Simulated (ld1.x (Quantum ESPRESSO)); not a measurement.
Values are calculated unless marked as measured or tabulated.
## Pseudopotentials across the periodic table

Generated with ld1.x 7.5 (TM, RRKJ, ultrasoft, PAW), atompaw 4.2 or ONCVPSP 4.0.1. The cutoff is in Ry: for ld1.x and atompaw files where the sum of valence levels is converged to 10 mRy in a Bessel basis, for ONCV files where the hardest occupied wave has 1 mHa per electron of residual kinetic energy. The error is the largest all-electron minus pseudo excitation energy over each file’s own four to seven test configurations (ionisations up to +4, promotions, holes and added fractions of an electron), all of which were solved. The labels leave out finer settings (local radius, basis sizes, second energies), which also bear on the numbers. Spin-polarised tests are not counted. The rows are a selection from randomly drawn settings: files with unsolved tests, undetermined cutoffs or missed reference levels are left out.

A true bound ghost makes a file unfit for plane-wave use even where its test errors are small: the radial tests pick states by their node count and pass the ghost by.

```csv
element,potential,cutoff (Ry),largest error (meV),bound ghosts
Ga,"ultrasoft, PBE, scalar-relativistic, rc 2.05/2.85/3.20 (spd), local smoothed, core correction yes, reference 4s2 4p1",6,-166,none
Br,"PAW, PBEsol, scalar-relativistic, rc 1.50/1.70/1.80 (spd), local smoothed, core correction yes, reference 4s2 4p4",18,-172,none
I,"TM, PBEsol, scalar-relativistic, rc 1.40/1.80/0.90 (spd), local s, core correction yes, reference 4d10 5s2 5p5",140,-436,none
Re,"TM, revPBE, non-relativistic, rc 2.30/2.90/2.50 (spd), local s, core correction no, reference 5d5 6s0.5 6p0",30,-279,none
```

**Question.** Fill in the row for Co: TM, BLYP, scalar-relativistic, rc 2.15/0.70/0.75 (spd), local smoothed, core correction no, reference 3p6 3d7 4s1 4p0.

**Answer.** cutoff 300 Ry, largest error -115 meV, bound ghosts: s.

**Question.** Fill in the row for Ru: PAW, PBE, scalar-relativistic, rc 2.75/4.45/1.55 (spd), local smoothed, core correction yes, reference 4d7 5s1 5p0.

**Answer.** cutoff 45 Ry, largest error -1252 meV, bound ghosts: s, p.

**Question.** Fill in the row for B: TM, PBE, fully relativistic, rc 1.50/2.70/2.50 (spd), local smoothed, core correction no, reference 2s2 2p0.5.

**Answer.** cutoff 18 Ry, largest error +127 meV, bound ghosts: none.
